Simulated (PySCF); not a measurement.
NMR data simulated for an unnamed compound:

$^{1}$H NMR (500 MHz, computed): δ 4.90 (m, 1H), 1.70 (m, 2H), 1.20 (m, 2H), 0.96 (m, 2H), 0.95 (m, 2H), 0.87 (m, 3H).

$^{13}$C{$^{1}$H} NMR (computed): δ 30.3 (CH2), 16.6 (CH3), 12.9 (CH2).

Computational details: B3LYP/pcSseg-1 with gauge-including orbitals, geometry from PBE0-D3(BJ)/def2-SVP, in PySCF 2.14 (non-relativistic, no solvent model, single conformer, equivalent nuclei averaged).

References, each an isolated molecule treated in the same way: TMS for $^{1}$H, $^{13}$C.

Question: Which of these does the molecule contain: a heteroaromatic ring, a carboxylic acid, a Si–H bond, an OH group?

Answer: 
- A heteroaromatic ring: no.
- A carboxylic acid: no.
- A Si–H bond: yes (δH 4.90 (m)).
- An OH group: no.

The data belong to SMILES CP1CC[SiH](F)CC1, C5H12FPSi; they needn't prove each group on their own.

Carbon signals by region: 3 below 50 ppm.

Splittings by $^{19}$F and $^{31}$P in the carbon and heteronuclear signals aren't shown, as no couplings were computed. Shifts are as computed. Against solution values, carbons near 30 ppm lie about +2 ppm off and those near 130 ppm about +6 ppm. Of 1211 compounds with measured shifts, 218 miss one by over three times the rms of a fit or turn the order of signals round; such compounds aren't used in these exercises. No couplings were computed; multiplicities are counted from neighbouring protons, with m where these are inequivalent, close in shift, in a saturated or five-membered ring or joined by F or P, and br s for small geminal =CH2 splittings.
